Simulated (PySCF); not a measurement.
# Reading the logs of faulty runs: B2C2H7 cation

These are calculations, not measurements. They come from PySCF 2.14.0, an open-source quantum chemistry program, on an isolated molecule that a program drew, which may never have been made. The molecule is B2C2H7 cation (charge +1, singlet), drawn as the SMILES string `[BH+]CBC`.

Each row is a Hartree-Fock (HF) and frozen-core CCSD(T) single point in the cc-pVDZ basis, meant for a local HF minimum. Run 1 is clean. Each other run has one planted mistake out of seven kinds, and not every kind appears here: one electron removed, one electron added, multiplicity raised by two, geometry at a saddle point, minimal basis STO-3G, one bond length entered in bohr, all coordinates scaled. The reference is restricted for singlets and unrestricted otherwise, and also for a bond in bohr. Adding or removing an electron swaps singlet and doublet. Electrons count all cores. HOMO and LUMO are orbital energies over both spins, the gradient is its largest component, and the lowest frequency (negative if imaginary) is given only where the gradient is small. Bond lengths are over the 10 bonds as drawn. T1 is the CCSD diagnostic: over 0.02 (restricted) or 0.045 (unrestricted) a single reference is doubtful.

Geometry of the clean run:
```xyz
11
B2C2H7 cation, angstrom
B    -1.6609    0.3329   -2.8830
C    -0.2080    0.2065   -2.9560
B     0.5031   -0.0855   -1.4932
C     1.9014    0.5029   -1.1633
H    -2.8282    0.4218   -2.7879
H    -0.0278   -0.7386   -3.5071
H     0.2434    1.0336   -3.5149
H    -0.0816   -0.8333   -0.7666
H     1.9847    0.7591   -0.1044
H     2.6226   -0.3128   -1.3258
H     2.2144    1.3490   -1.7752
```

```
run  electrons  basis functions  <S^2>  HOMO (eV)  LUMO (eV)  gradient (hartree/bohr)  lowest frequency (cm^-1)  mean bond (Å)  longest bond (Å)      T1  HF (hartree)  CCSD(T) (hartree)                          mistake
  1         28               91  0.000     -17.52      -4.40                  3.2e-05                        47         1.2523             1.653  0.0135    -128.88872         -129.37778                         no fault
  2         28               27  0.000     -16.75      -2.33                  1.5e-02                         -         1.2523             1.653  0.0124    -127.37228         -127.59629             minimal basis STO-3G
  3         28               91  0.000     -17.74      -4.32                  2.6e-02                         -         1.2135             1.601  0.0130    -128.87924         -129.36387           all coordinates scaled
  4         28               91  0.645     -14.31      -4.47                  1.7e-02                         -         1.3587             2.259  0.0617    -128.76399         -129.25465  one bond length entered in bohr
  5         28               91  2.023     -12.73      -8.63                  8.8e-02                         -         1.2523             1.653  0.0349    -128.70429         -129.18077                                ?
  6         29               91  0.764      -6.50       2.37                  5.6e-02                         -         1.2523             1.653  0.0159    -129.08777         -129.59039                                ?
```

**Which mistake was planted in run 5, and what did it cost?**

Electrons, basis and geometry are unchanged, and <S^2> is 2.023, beside S(S+1) = 2.00 for a multiplicity of 3. So the mistake is: multiplicity raised by two. Subtracting run 1 and multiplying by 627.51 kcal/mol a hartree, the energy moved by 115.7 kcal/mol in HF and 123.6 kcal/mol in CCSD(T).

**Which mistake was planted in run 6, and what did it cost?**

It counts 29 electrons, one more than the clean run, at the same geometry and basis. So the mistake is: one electron added. Subtracting run 1 and multiplying by 627.51 kcal/mol a hartree, the energy moved by -124.9 kcal/mol in HF and -133.4 kcal/mol in CCSD(T).

Cautions from the logs. Run 4: T1 is over the limit, so its CCSD(T) energy is less reliable.
